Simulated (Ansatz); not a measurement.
Ideal-gas functions of `C[N]=[V]([Cl])([Cl])[Cl]` at 400 K and 1 bar, from an Ansatz frequency run at PBE0-D4/def2-TZVP.

Molar mass 186.35 g/mol, point group C3v (symmetry number 3), electronic degeneracy 1, moments of inertia 443.687, 443.717, 455.607 u Å². Harmonic wavenumbers (cm⁻¹, unscaled): 76, 81, 81, 118, 118, 153, 343, 343, 395, 506, 507, 722, 1073, 1073, 1377, 1438, 1449, 1449, 3022, 3103, 3103.

Use S(trans) = R[1.5 ln M + 2.5 ln T − 1.1517]; rotational temperatures θ = 24.2544 K / I; S(rot) = R[ln(√π/σ · √(T³/θAθBθC)) + 1.5]; for each mode x = 1.438777 ν̃/T, S = R[x/(eˣ − 1) − ln(1 − e⁻ˣ)] and H = RT x/(eˣ − 1); 1 cm⁻¹ = 0.0119627 kJ/mol; R = 8.31446 J/(mol·K).

Q: By hand: the entropy, in J/(mol·K).

A: Translation 180.2. Rotation: θ = 0.0547, 0.0547, 0.0532 K, giving 119.2. Vibration, mode by mode: 19.12, 18.60, 18.60, 15.50, 15.50, 13.38, 7.08, 7.08, 6.06, 4.40, 4.38, 2.38, 0.87, 0.87, 0.35, 0.29, 0.28, 0.28, 0.00, 0.00, 0.00, in all 135.0. Electronic 0.0. Sum 434.4 J/(mol·K).

Q: By hand: H − E and G − E in kJ/mol, counted from the electronic energy.

A: Zero-point energy ½ × 20530 × 0.0119627 = 122.8; thermal vibration 25.3; translation, rotation and pV give 4 RT = 13.3. H − E = 161.4 kJ/mol, and G − E = 161.4 − 400 × 434.4/1000 = -12.4 kJ/mol.

Vibration gives 31 % of the entropy, 87.3 J/(mol·K) of it from the modes under 150 cm⁻¹: soft modes count most, and the harmonic formula is weakest for them.
